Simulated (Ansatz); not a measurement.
B₈P₈, relaxed as a singlet with RKS r2SCAN-D4/def2-SVP in Ansatz, starting from the GFN2-xTB geometry. Force threshold 0.03 eV/Å.

Start:

```xyz
16

B     0.570   -1.077    2.103
P     2.198   -1.596    1.231
B     2.044    0.297    1.280
P     0.889    0.676    2.765
B    -0.655    0.770    1.616
P    -1.283   -1.031    1.651
B    -1.326   -1.352   -0.220
P     0.085   -1.867   -1.395
B     1.528   -1.032   -0.485
P     2.123    0.779   -0.563
B     0.453    1.612   -0.912
P    -0.926    2.118    0.306
P    -2.565   -0.510   -1.431
B    -0.846   -0.431   -2.237
P    -0.522    1.432   -2.564
B    -1.768    1.213   -1.146
```

(1) Estimate the energy that the relaxation releases and the steps that it takes.

(2) Does the start keep its bonding and symmetry?

(3) Predict the relaxed structure.

Results:

(1) 0.32 eV, in 5 steps; 62 s on 4 threads of Arm Neoverse V1 on a shared host. No frequencies were taken in this run, so the end may be a saddle point.

(2) Bonds formed: B1–B3, B14–B16 (atoms count from 1).

(3) 
Cartesian coordinates in Å:
```
B 0.5885 -0.9698 2.0880
P 2.2210 -1.6793 1.2443
B 2.0021 0.1967 1.2647
P 0.9140 0.7437 2.8130
B -0.6283 0.7166 1.6272
P -1.2792 -1.0616 1.6391
B -1.3071 -1.3314 -0.2735
P 0.1129 -1.8567 -1.4108
B 1.5427 -0.9894 -0.4437
P 2.1178 0.8114 -0.5538
B 0.3926 1.6043 -0.9099
P -0.9515 2.1069 0.3255
P -2.6514 -0.5127 -1.4172
B -0.9151 -0.4113 -2.1540
P -0.4836 1.4482 -2.6401
B -1.6754 1.1844 -1.1986
```
Bond lengths: 24 × B–P 1.89 to 1.97 Å; 2 × B–B 2.01 Å.
